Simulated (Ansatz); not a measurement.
Molecule: C$_{4}$H$_{11}$Sn, charge -1, multiplicity 1. It need not be the lowest isomer of its formula. Whether it binds its extra electron was not tested at this geometry. 
Coordinates optimised at B3LYP-D3(BJ)/def2-TZVP (Ansatz, a quantum-chemistry and plane-wave program):
SMILES: [CH2-][Sn]([CH3])([CH3])[CH3]
```xyz
16

C     -0.5246    -1.5100    -1.5468
Sn     0.0001    -0.1083    -0.0895
C     -0.0738     1.9542    -0.8700
C     -1.4598    -0.0578     1.5643
C      1.8979     0.0299     1.1053
H     -0.5057    -2.5176    -1.1079
H      0.2096    -1.4792    -2.3642
H      0.1177     2.6758    -0.0718
H     -1.0580     2.1505    -1.2991
H      0.6762     2.0943    -1.6521
H     -2.4616     0.1129     1.1659
H     -1.4614    -1.0088     2.1022
H     -1.2157     0.7401     2.2701
H      2.0419    -0.8835     1.6880
H      2.7542     0.1506     0.4370
H      1.8604     0.8834     1.7895
```
Charge -1, spin multiplicity 1.

Total electronic energies in hartree. Cores are frozen in the correlated levels unless marked. Spin-orbit coupling is left out. The frozen core is the preceding noble-gas configuration, with the filled d and f shells of earlier blocks. In def2 rows, elements after Kr have scalar-relativistic effective core potentials. STO-3G rows are all-electron and non-relativistic. CBS(X,Y): correlation extrapolated as X^-3; Hartree-Fock from the larger set. [CCSD(T)-MP2]/basis is that difference in the basis named.

```json
[
 {"level": "RI-HF/def2-TZVPP", "program": "Ansatz", "energy (Eh)": "-371.20874"},
 {"level": "PBE-D4/def2-TZVPD", "program": "Ansatz + dftd4", "energy (Eh)": "-373.14479"},
 {"level": "r2SCANh-D4/def2-TZVPD", "program": "Ansatz + dftd4", "energy (Eh)": "-373.33104"},
 {"level": "B2GP-PLYP-D4/def2-TZVPD", "program": "Ansatz + dftd4", "energy (Eh)": "-372.81933"},
 {"level": "B2PLYP-D4/def2-TZVPD", "program": "Ansatz + dftd4", "energy (Eh)": "-372.93109"},
 {"level": "RPA@PBE/def2-TZVPP", "program": "Ansatz", "energy (Eh)": "-372.61605"},
 {"level": "MP2/STO-3G", "program": "Ansatz", "energy (Eh)": "-6119.36620"},
 {"level": "RI-MP2/def2-QZVPP", "program": "Ansatz", "energy (Eh)": "-372.12655"},
 {"level": "CCSD/def2-SVPD", "program": "Ansatz", "energy (Eh)": "-371.82841"},
 {"level": "CCSD(T)/STO-3G", "program": "Ansatz", "energy (Eh)": "-6119.44767"},
 {"level": "CCSD(T)/def2-SVPD", "program": "Ansatz", "energy (Eh)": "-371.85849"},
 {"level": "CCSD(T)/def2-QZVPP", "program": "Ansatz", "energy (Eh)": "-372.21564"},
 {"level": "RI-MP2/CBS(def2-TZVPPD,def2-QZVPPD)+[CCSD(T)-MP2]/def2-SVPD", "program": "Ansatz", "energy (Eh)": "-372.2624"},
 {"level": "RI-MP2/CBS(def2-TZVPPD,def2-QZVPPD)+[CCSD(T)-MP2]/def2-TZVPPD", "program": "Ansatz", "energy (Eh)": "-372.2609"},
 {"level": "CCSD(T)/CBS(def2-TZVPPD,def2-QZVPPD)", "program": "Ansatz", "energy (Eh)": "-372.2479"}
]
```

Totals of different functionals don't rank their quality; only differences between species are comparable.
